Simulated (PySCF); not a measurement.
`FC(F)C1=CC=C[Si@H]1C1CC1`: 4 charge schemes on one density

Species: C8H10F2Si.
Structure used (GFN2-xTB), in Å, numbered top down from 1:
```
atom  x, y, z in Å
F1    -2.8459   -1.8530   -1.1287
C2    -2.3183   -1.5306    0.0895
F3    -1.4677   -2.5519    0.3881
C4    -1.6034   -0.2343    0.0310
C5    -2.0520    0.8924    0.5973
C6    -1.2264    2.0737    0.4008
C7    -0.1163    1.9078   -0.3280
Si8    0.0223    0.1059   -0.8878
C9     1.4798   -0.8203   -0.1430
C10    2.8531   -0.2086   -0.1689
C11    2.1269   -0.3362    1.1269
H12   -3.1438   -1.5631    0.8197
H13   -2.9648    0.9620    1.1734
H14   -1.5353    3.0121    0.8389
H15    0.5613    2.7197   -0.5303
H16   -0.0988   -0.0711   -2.3365
H17    1.4481   -1.8958   -0.2647
H18    2.9663    0.7769   -0.5934
H19    3.6973   -0.8559   -0.3545
H20    2.4645   -1.0755    1.8375
H21    1.7445    0.5626    1.5870
```

Density: PBE0/pcSseg-1 (PySCF); schemes: Mulliken, IAO, Hirshfeld and ESP-fitted. The structure is a single GFN2-xTB conformer in the gas phase; no vibrational or solvent corrections.

Problem. At which atom do the 4 schemes differ most?

Solution. At Si8: from +0.359 (Hirshfeld) to +1.045 e (Mulliken), 0.686 e apart.

Problem. Which atoms carry the lowest charge in the Mulliken, IAO, Hirshfeld and ESP-fitted schemes?

Solution. The schemes don't all agree: Mulliken C9 (-0.544); IAO C7 (-0.426); Hirshfeld C7 (-0.135); ESP-fitted C7 (-0.407).

Problem. Which atoms carry the highest charge in the Mulliken, IAO, Hirshfeld and ESP-fitted schemes?

Solution. All schemes agree: Mulliken Si8 (+1.045); IAO Si8 (+0.893); Hirshfeld Si8 (+0.359); ESP-fitted Si8 (+0.587).

Problem. Tabulate the Mulliken, IAO, Hirshfeld and ESP-fitted charges.

Solution. In e:

```csv
atom,environment,Mulliken,IAO,Hirshfeld,ESP-fitted
F1,fluorine of a CF2 group,-0.311,-0.311,-0.121,-0.220
C2,CHF2 carbon,+0.603,+0.443,+0.136,+0.373
F3,fluorine of a CF2 group,-0.311,-0.310,-0.111,-0.232
C4,fully substituted alkene carbon,-0.541,-0.304,-0.116,-0.345
C5,alkene CH carbon,-0.055,-0.125,-0.033,-0.012
C6,alkene CH carbon,-0.078,-0.133,-0.038,-0.093
C7,alkene CH carbon,-0.410,-0.426,-0.135,-0.407
Si8,SiH silicon,+1.045,+0.893,+0.359,+0.587
C9,sp3 carbon bound to silicon,-0.544,-0.414,-0.130,-0.297
C10,three-membered-ring carbon,-0.213,-0.282,-0.087,-0.403
C11,three-membered-ring carbon,-0.197,-0.278,-0.085,-0.195
H12,methine hydrogen,+0.086,+0.137,+0.045,+0.082
H13,vinylic hydrogen,+0.084,+0.149,+0.053,+0.116
H14,vinylic hydrogen,+0.095,+0.152,+0.052,+0.134
H15,vinylic hydrogen,+0.110,+0.157,+0.044,+0.188
H16,Si–H hydrogen,-0.050,-0.106,-0.066,-0.086
H17,methine hydrogen,+0.155,+0.163,+0.046,+0.197
H18,methylene hydrogen,+0.128,+0.142,+0.044,+0.173
H19,methylene hydrogen,+0.133,+0.152,+0.050,+0.179
H20,methylene hydrogen,+0.133,+0.153,+0.051,+0.134
H21,methylene hydrogen,+0.139,+0.148,+0.041,+0.126
```

Mean size of the charges over all atoms: Mulliken 0.258 e, IAO 0.256 e, ESP-fitted 0.218 e, Hirshfeld 0.088 e. Each set sums to the total charge, 0, to within 0.001 e. The Hirshfeld scheme divides the density at each point in proportion to the densities of the neutral, spherically averaged free atoms.

Problem. Sum the charges by element, for elements with more than one atom.

Solution. 
```csv
element,atoms,Mulliken,IAO,Hirshfeld,ESP-fitted
F,2,-0.622,-0.622,-0.232,-0.452
C,8,-1.436,-1.518,-0.488,-1.379
H,10,+1.012,+1.247,+0.361,+1.244
```

Problem. How many electrons does the Mulliken scheme count on F1?

Solution. Z − q = 9 − (-0.311) = 9.311.
